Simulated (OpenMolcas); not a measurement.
Mo2+ (d4) among equal point charges was computed by CASSCF with the d shell active (OpenMolcas, ANO-RCC-VDZP on the metal). Its lowest spin-free states, and all those of the highest spin:

```json
{"2S+1": "5", "Degeneracy": "2", "E (cm-1)": "0.0"}
{"2S+1": "5", "Degeneracy": "1", "E (cm-1)": "4478"}
{"2S+1": "5", "Degeneracy": "2", "E (cm-1)": "6185"}
{"2S+1": "3", "Degeneracy": "2", "E (cm-1)": "11078"}
{"2S+1": "3", "Degeneracy": "1", "E (cm-1)": "11535"}
{"2S+1": "3", "Degeneracy": "1", "E (cm-1)": "15173"}
{"2S+1": "3", "Degeneracy": "2", "E (cm-1)": "15217"}
{"2S+1": "3", "Degeneracy": "2", "E (cm-1)": "15706"}
{"2S+1": "3", "Degeneracy": "1", "E (cm-1)": "16377"}
{"2S+1": "3", "Degeneracy": "2", "E (cm-1)": "16569"}
{"2S+1": "3", "Degeneracy": "1", "E (cm-1)": "17602"}
{"2S+1": "3", "Degeneracy": "1", "E (cm-1)": "17970"}
```

Problem. Is the site octahedral, tetrahedral or cube-like, axial, or of lower symmetry?

Solution. The states with 2S+1 = 5 have orbital degeneracies 2, 1, 2. There are pairs but no triples, so the site is axial: not cubic, but with a proper or improper axis of order three or more. The run had Mo2+ among 6 point charges of -1 e arranged as a trigonal antiprism (D3d), 2.29 Å from the ion, with a polar angle of 51.5° against the regular 54.74°.

An orbital doublet at a regular site is open to a Jahn-Teller distortion, which this geometry leaves out. Without dynamic correlation the repulsion within the d shell is too large (B by tens of per cent), so at a given field states of lower spin stand too high. Point charges give a weaker field than real ligands, and real ions of this kind are as a rule low spin; the high spin found here belongs to the model. This is an electrostatic model: the charges have no orbitals. No measured value stands beside these numbers.
